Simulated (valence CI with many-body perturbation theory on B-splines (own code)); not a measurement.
## Mo²⁹⁺: electric-dipole lines

Calculated by valence CI with perturbative core correlation (CI+MBPT): three valence electrons over a frozen Dirac-Fock core [Ne], radial functions for each j: 11 s, 11 p, 9 d, 7 f, 5 g, 2 h, 1 i, with the one-electron correlation potential Σ1, the two-electron term Σ2, the three-electron term Σ3, Breit, model QED; selected CI, second order for the rest (own B-spline code, finite nucleus).

No measured spectrum was set against this ion. As an estimate, large intervals hold to a few tenths of a per cent, small ones and those within an open d or f shell to about a per cent.

Lines 1 to 50 of 282 in falling wavelength, among levels below 337.65 eV, chosen from the strongest by gf and those to the six lowest levels. Wavelengths and rates use the calculated energies. Electric multipoles are in the length gauge, E1 and E2 with the static RPA response of the core. Weak lines are less certain than strong ones. Lines between different terms over intervals too small for the method are left out, as are lines whose strength nearly cancels. Where a level lies close to another of its J and parity, the split of strength between their lines is uncertain. The highest levels of a list are the least certain.

Names give the largest LS component (configuration and term), which can be under half, so a name can repeat, a term be missing and a line seem to break the LS rules; names also repeat where a configuration has a term twice. Letters in brackets count levels of one name in rising energy.

```csv
λ vac (nm),Upper,Lower,A (s⁻¹),S (a.u.)
29.78,3s 3p2 4P_1/2,3s2 3p 2P°_3/2,6.57e+07,1.71e-03
22.79,3p2 3d 2G_7/2,3s 3p 3d 2D°_5/2 [c],1.38e+09,6.45e-02
22.33,3p2 3d 4F_9/2 [a],3s 3p 3d 2F°_7/2 [b],1.21e+09,6.63e-02
21.53,3s 3p2 4P_3/2,3s2 3p 2P°_3/2,2.24e+08,4.40e-03
19.62,3p2 3d 2G_7/2,3s 3p 3d 2F°_5/2 [b],2.09e+09,6.23e-02
19.23,3s 3p2 4P_5/2,3s2 3p 2P°_3/2,1.76e+09,3.70e-02
19.07,3p2 3d 4F_9/2 [a],3s 3p 3d 2F°_7/2 [a],4.05e+09,1.39e-01
18.52,3s 3p2 4P_1/2,3s2 3p 2P°_1/2,2.54e+09,1.59e-02
18.21,3p2 3d 4F_5/2,3s 3p 3d 2F°_5/2 [a],2.97e+09,5.31e-02
17.96,3p2 3d 2F_5/2 [a],3s 3p 3d 4D°_5/2,3.23e+09,5.54e-02
17.47,3p3 2P°_1/2,3s 3p2 2S_1/2,9.85e+09,5.18e-02
17.12,3p2 3d 4F_3/2,3s 3p 3d 4D°_1/2,6.31e+09,6.24e-02
17.08,3p2 3d 2D_3/2,3s 3p 3d 2P°_1/2 [a],5.49e+09,5.40e-02
17.06,3p3 2D°_3/2,3s 3p2 2D_3/2,3.22e+09,3.16e-02
17.04,3p2 3d 4F_3/2,3s 3p 3d 4D°_3/2,4.71e+09,4.60e-02
16.92,3p2 3d 2F_7/2 [a],3s 3p 3d 4D°_7/2,3.65e+09,6.99e-02
16.87,3p2 3d 2F_7/2 [a],3s 3p 3d 4D°_5/2,2.48e+09,4.70e-02
16.75,3p2 3d 2F_5/2 [b],3s 3p 3d 2F°_7/2 [b],4.87e+09,6.78e-02
16.69,3p2 3d 4D_1/2,3s 3p 3d 4P°_1/2,9.89e+09,4.54e-02
16.64,3p2 3d 4D_3/2,3s 3p 3d 2D°_5/2 [b],8.52e+09,7.75e-02
16.56,3p2 3d 4D_5/2,3s 3p 3d 2D°_5/2 [b],4.45e+09,5.97e-02
16.32,3s 3p2 2D_3/2,3s2 3p 2P°_3/2,1.30e+09,1.12e-02
15.93,3p2 3d 4F_9/2 [b],3s 3p 3d 2F°_7/2 [b],6.88e+09,1.37e-01
15.74,3p3 4S°_3/2,3s 3p2 2D_5/2,7.10e+09,5.47e-02
15.71,3p2 3d 2F_7/2 [a],3s 3p 3d 2F°_5/2 [a],2.82e+09,4.32e-02
15.41,3p2 3d 2F_7/2 [b],3s 3p 3d 2D°_5/2 [c],5.34e+09,7.73e-02
15.40,3p2 3d 4F_5/2,3s 3p 3d 4P°_5/2,7.70e+09,8.33e-02
15.34,3p2 3d 4D_5/2,3s 3p 3d 4P°_3/2 [b],4.97e+09,5.32e-02
15.34,3p2 3d 4F_5/2,3s 3p 3d 4D°_3/2,8.40e+09,8.98e-02
15.26,3p2 3d 4F_9/2 [a],3s 3p 3d 4D°_7/2,4.58e+09,8.03e-02
15.05,3p2 3d 4F_7/2,3s 3p 3d 4F°_9/2,1.58e+10,2.12e-01
15.04,3p2 3d 4D_5/2,3s 3p 3d 4D°_7/2,6.49e+09,6.54e-02
14.96,3s 3p2 4P_3/2,3s2 3p 2P°_1/2,5.70e+07,3.77e-04
14.85,3p2 3d 4F_5/2,3s 3p 3d 4F°_7/2,1.97e+10,1.91e-01
14.85,3p2 3d 2F_5/2 [b],3s 3p 3d 2F°_7/2 [a],4.24e+09,4.10e-02
14.73,3p2 3d 2F_5/2 [b],3s 3p 3d 2D°_3/2 [b],5.16e+09,4.88e-02
14.73,3p3 2D°_3/2,3s 3p2 4P_5/2,1.88e+10,1.18e-01
14.62,3s 3p 3d 4F°_3/2,3s 3p2 2D_3/2,1.39e+09,8.61e-03
14.55,3s 3p2 2P_1/2,3s2 3p 2P°_3/2,4.30e+09,1.31e-02
14.40,3s 3p 3d 2D°_5/2 [a],3s 3p2 2D_3/2,3.84e+08,3.39e-03
14.34,3p2 3d 4F_9/2 [a],3s 3p 3d 4F°_9/2,1.78e+10,2.59e-01
14.23,3p2 3d 2D_5/2,3s 3p 3d 4D°_7/2,1.40e+10,1.19e-01
14.22,3p2 3d 4F_3/2,3s 3p 3d 2D°_5/2 [a],1.49e+10,8.45e-02
14.20,3p2 3d 4F_9/2 [b],3s 3p 3d 2F°_7/2 [a],1.11e+10,1.57e-01
14.12,3p2 3d 4P_3/2 [a],3s 3p 3d 4D°_5/2,1.46e+10,8.12e-02
14.08,3s 3p2 2D_5/2,3s2 3p 2P°_3/2,3.87e+09,3.20e-02
14.01,3p2 3d 4F_3/2,3s 3p 3d 4F°_3/2,1.09e+10,5.90e-02
13.96,3s 3p 3d 4P°_5/2,3s 3p2 2D_5/2,5.08e+09,4.10e-02
13.85,3p2 3d 2F_7/2 [b],3s 3p 3d 2F°_7/2 [b],5.96e+09,6.25e-02
13.80,3p2 3d 2P_3/2 [b],3s 3p 3d 2P°_1/2 [a],7.86e+09,4.08e-02
```
